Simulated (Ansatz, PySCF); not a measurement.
Bond stretch in NaN, lowest triplet found (which spin is the ground state isn't settled by this scan).

- ROHF/aug-cc-pVDZ (Ansatz, an electronic-structure program)
- UKS-B3LYP/6-31G* = unrestricted B3LYP/6-31G*, spherical d (PySCF)
- UKS-PBE = Ansatz with unrestricted PBE/aug-cc-pVDZ
- UKS-PBE0 = unrestricted PBE0/aug-cc-pVDZ run with Ansatz

Energies are in kcal/mol, each relative to the lowest point of its own curve between 1.97 and 2.82 Å, where full CI is lowest.

| R / Å | ROHF | UKS-B3LYP/6-31G* | UKS-PBE | UKS-PBE0 |
|---|---|---|---|---|
| 1.97 | 6.5 | 6.6 | 7.1 | 6.7 |
| 2.08 | 1.7 | 2.1 | 2.3 | 2.0 |
| 2.14 | ___ | 0.9 | 0.9 | 0.8 |
| 2.25 | 0.0 | 0.0 | 0.0 | 0.0 |
| 2.34 | 0.9 | 0.3 | 0.3 | 0.4 |
| 2.39 | 1.7 | 0.7 | 0.7 | ___ |
| 2.48 | ___ | 1.8 | 1.8 | 2.0 |
| 2.54 | 5.1 | 2.7 | 2.6 | 3.0 |
| 2.70 | 9.7 | 5.4 | 5.4 | 5.7 |
| 2.82 | 13.5 | 7.5 | 7.5 | 7.7 |
| 2.97 | ___ | 10.0 | 10.2 | 10.1 |
| 3.17 | ___ | 13.0 | 13.4 | 13.0 |
| 3.43 | 32.4 | 16.1 | 17.1 | 16.0 |
| 3.79 | 42.2 | 19.3 | 21.0 | 19.0 |
| 4.18 | 51.2 | 21.7 | 24.0 | 21.1 |
| 4.70 | — | 23.5 | 26.6 | 22.7 |
| 5.24 | — | 24.5 | 28.1 | 23.5 |
| 5.92 | — | 25.1 | 29.2 | 23.9 |
| 6.84 | — | 25.4 | ___ | 24.1 |
| 8.03 | — | 25.4 | 30.4 | 24.1 |

Problem. Complete the blanks.

Solution. 
- 2.14, ROHF: 0.4
- 2.39, UKS-PBE0: 0.9
- 2.48, ROHF: 3.6
- 2.97, ROHF: 18.2
- 3.17, ROHF: 24.6
- 6.84, UKS-PBE: 30.0

Dashes: no converged value, or the column stops at the first point that the program doubted or that broke a chosen test of continuity, which isn't proof of a fault.

The scan ran from 1.72 to 8.03 Å; beyond the distances shown full CI changes its symmetry label. The unrestricted determinant behind UKS-B3LYP/6-31G* is spin-contaminated at 1.97 to 8.03 Å (<S²> up to 3.0, against 2.00 for a pure triplet). The unrestricted determinant behind UKS-PBE is spin-contaminated at 2.25 to 8.03 Å (<S²> up to 2.9, against 2.00 for a pure triplet). The unrestricted determinant behind UKS-PBE0 is spin-contaminated at 2.14 to 8.03 Å (<S²> up to 3.0, against 2.00 for a pure triplet).
